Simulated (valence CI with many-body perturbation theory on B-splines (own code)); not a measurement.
## Sensitivity of CI+MBPT for Ba42+

Calculated by relativistic CI+MBPT: four valence electrons over a frozen Dirac-Fock core [Ne], radial functions for each j: 6 s, 6 p, 5 d, 3 f, 1 g, with the one-electron correlation potential Σ1, the two-electron term Σ2, the three-electron term Σ3, Breit, model QED; selected CI, second order for the rest, scaled by the run's own slope (own B-spline code, finite nucleus).

The last digits are not significant, and no measured levels were compared; by estimate large intervals hold to a few tenths of a per cent, small ones and those within an open d or f shell to about a per cent.

The reference run has the lowest level (3s^2 3p1/2^2) J=0 and an ionisation energy of 3267.57 eV. Its largest variational space holds 9998 state functions.

Levels are named by their leading jj configuration (3d3/2^4 stands for four electrons in 3d with j = 3/2), which in mixed levels can hold well under half, so a name can repeat and another be missing. Letters in brackets count levels of one name in rising energy.

Changed runs:
A. natural orbitals for correlation on → off; highest l with Σ1, explicit Σ2 and valence Breit (higher l get mean screening factors) 3 → 1
B. highest l with Σ1, explicit Σ2 and valence Breit (higher l get mean screening factors) 3 → 1
C. Breit term on → off
D. Davidson tolerance 2e-05 → 0.03 (bad on purpose)

Excitation energies of the reference run in cm⁻¹, and shifts in cm⁻¹:

| Level | Reference | A | B | C | D |
| --- | --- | --- | --- | --- | --- |
| (3s^2 3p1/2 3p3/2) J=1 | 713941 | -650 | +0.9 | +11018 | 0 |
| (3s^2 3p1/2 3p3/2) J=2 | 768177 | -82 | +40 | +12630 | +0.1 |
| (3s^2 3p3/2^2) J=2 | 1521290 | -413 | +26 | +22707 | +0.1 |
| (3s 3p1/2^2 3p3/2) J=2 | 1585220 | -734 | -567 | +1633 | 0 |
| (3s^2 3p3/2^2) J=0 | 1639020 | +657 | +5.8 | +21065 | 0 |
| (3s 3p1/2^2 3p3/2) J=1 | 1752430 | +422 | -2710 | +2103 | 0 |
| (3s^2 3p1/2 3d3/2) J=2 | 1957590 | +8546 | -21729 | +16502 | +0.1 |
| (3s^2 3p1/2 3d5/2) J=2 | 2162160 | +2047 | -14374 | +16813 | +0.1 |
| (3s^2 3p1/2 3d3/2) J=1 | 2185790 | +8671 | -21706 | +13340 | +0.5 |
| (3s^2 3p1/2 3d5/2) J=3 | 2206660 | +6591 | -19215 | +22077 | +0.1 |
| (3s 3p1/2 3p3/2^2) J=2 [a] | 2356000 | +3511 | -11179 | +15576 | +0.1 |
| (3s 3p1/2 3p3/2^2) J=3 | 2400400 | +1999 | -5369 | +16628 | +0.1 |
| Ionisation energy (eV) | 3267.57 | -0.30 | -0.039 | +3.55 | 0 |
